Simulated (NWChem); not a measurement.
BNH3OF; SMILES NB(O)F

```xyz
7

B     -0.0066    -0.0205     0.0000
F      1.2501    -0.5382     0.0000
O     -1.0897    -0.8661     0.0000
H     -0.8022    -1.7950     0.0000
N     -0.1785     1.3790     0.0000
H     -1.0973     1.8157     0.0000
H      0.6069     2.0251     0.0000
```
Atoms are numbered in this order, from 1.

The geometry was optimised at PBE-D3(BJ)/def2-SVP.

 Unshifted, non-relativistic core excitations; the lowest 4 roots alone, so stronger bands may lie above.

Problem. List the first N K-edge excitations from B3LYP/6-311G** (spherical d), restricted-window TDA (NWChem).

Solution. 
| state | energy (eV) | dipole oscillator strength | leading excitation (squared amplitude) |
|---|---|---|---|
| S1 | 388.6 | 0.0044 | 1s of atom 5 or its equivalents → LUMO (0.85) |
| S2 | 389.5 | 0.0172 | 1s of atom 5 or its equivalents → LUMO+2 (1.00) |
| S3 | 389.6 | 0.0058 | 1s of atom 5 or its equivalents → LUMO+1 (0.82) |
| S4 | 389.8 | 0.0269 | 1s of atom 5 or its equivalents → LUMO+3 (0.96) |
